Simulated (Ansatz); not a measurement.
Pulling on the Cd1–H2 bond in CdH2O (SMILES [OH][CdH]) (multiplicity 1 held, fragments rigid). Energies count from the point at 1.644 Å.
Geometry at that point (charge 0, multiplicity 1):
```csv
atom,x (Å),y (Å),z (Å)
Cd,-0.2673,-0.0991,-0.0305
H,-1.7878,-0.6990,-0.2066
O,1.6116,0.5006,0.1771
H,1.7266,1.4525,0.2546
```

Signs of static correlation in def2-SVP, with CASSCF(2,2), from Ansatz (a program for electronic structure) runs.

```
R (Å)  T1 of restricted CCSD  ⟨S²⟩ of UHF  largest double amplitude of restricted CCSD  weight of the CASSCF reference in MRCISD  CASSCF natural occupations
-----  ---------------------  -----------  -------------------------------------------  ----------------------------------------  --------------------------
1.315                  0.017        0.000                                        0.042                                     0.913                   1.98 0.02
1.480                  0.018        0.000                                        0.042                                     0.914                   1.98 0.02
1.644                  0.018        0.000                                        0.042                                     0.914                   1.97 0.03
1.808                  0.019        0.000                                        0.052                                     0.915                   1.96 0.04
1.973                  0.020        0.000                                        0.057                                     0.915                   1.95 0.05
2.219                  0.022        0.000                                        0.096                                     0.916                   1.92 0.08
2.466                  0.025        0.365                                          [?]                                     0.916                   1.87 0.13
2.877                    [?]        0.761                                        0.285                                     0.916                   1.75 0.25
3.288                  0.043        0.913                                        0.427                                     0.916                   1.58 0.42
3.781                  0.056        0.978                                        0.602                                     0.916                   1.37 0.63
4.439                  0.067        1.002                                        0.783                                     0.916                   1.18 0.82
5.261                  0.070        1.008                                        0.900                                     0.916                   1.07 0.93
```

Complete the blanks.


- 2.466, largest double amplitude of restricted CCSD: 0.163
- 2.877, T1 of restricted CCSD: 0.032

Doubts at one or more of the structures used: a restricted determinant that unrestricted orbitals would lower (R-CCSD(T)/def2-SVP); other coupled-cluster roots lie near (R-CCSD(T)/def2-SVP); T1 above 0.05 (R-CCSD(T)/def2-SVP, U-CCSD(T)/def2-SVP); a spin-contaminated determinant (U-CCSD(T)/def2-SVP).
